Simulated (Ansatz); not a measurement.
C5H14NSi (SMILES [CH2][Si](C)(C)N(C)C), doublet, at a GFN2-xTB geometry. Base run: PBE0/STO-3G in Ansatz (a first-principles code).

Geometry (Å):
```xyz
21

C     -0.5201    -0.7374    -1.9542
Si    -0.6045    -0.0483    -0.2380
C     -1.5934    -1.2042     0.9035
C     -1.3711     1.6922    -0.2485
N      0.9763     0.1274     0.5088
C      1.6956    -1.0244     0.9839
C      1.8651     1.1844     0.1053
H     -0.3229    -0.1209    -2.8154
H     -0.4514    -1.7946    -2.1498
H     -1.4413    -0.9701     1.9522
H     -2.6545    -1.1176     0.6968
H     -1.3217    -2.2433     0.7499
H     -0.9732     2.2976    -1.0562
H     -1.1964     2.2207     0.6831
H     -2.4437     1.6287    -0.3955
H      2.3505    -1.4461     0.2111
H      0.9955    -1.7901     1.3015
H      2.3212    -0.7420     1.8359
H      2.5285     0.8727    -0.7113
H      1.2897     2.0436    -0.2233
H      2.4918     1.4813     0.9516
```
Charge 0, spin multiplicity 2.
Orbitals are unrestricted.
All else is at Ansatz's defaults.

The base run was repeated with changes; each row names its change, and settings that it needs were set with it.

| change | basis functions | E (Eh) | core-seconds (rough) |
|---|---|---|---|
| base | 53 | -536.35600 | 5 |
| basis = 6-31G | 95 | -542.62453 | 8 |
| basis = def2-SV(P) | 130 | -542.43660 | 9 |
| basis = 6-31G* | 137 | -542.72675 | 10 |
| basis = pc-1 | 172 | -542.70014 | 10 |
| basis = pcseg-1 | 172 | -542.68311 | 20 |
| basis = def2-SVP | 172 | -542.47214 | 20 |
| basis = cc-pVDZ | 172 | -542.74670 | 20 |
| basis = 6-311G** | 219 | -542.82009 | 20 |
| basis = def2-SVPD | 256 | -542.48993 | 40 |
| basis = 6-311+G(2d,p) | 281 | -542.83153 | 40 |
| basis = aug-cc-pVDZ | 291 | -542.76795 | 50 |
| basis = def2-TZVP | 307 | -542.85377 | 30 |

Totals compare only among sets that treat the same electrons; sets with core potentials leave the core out.
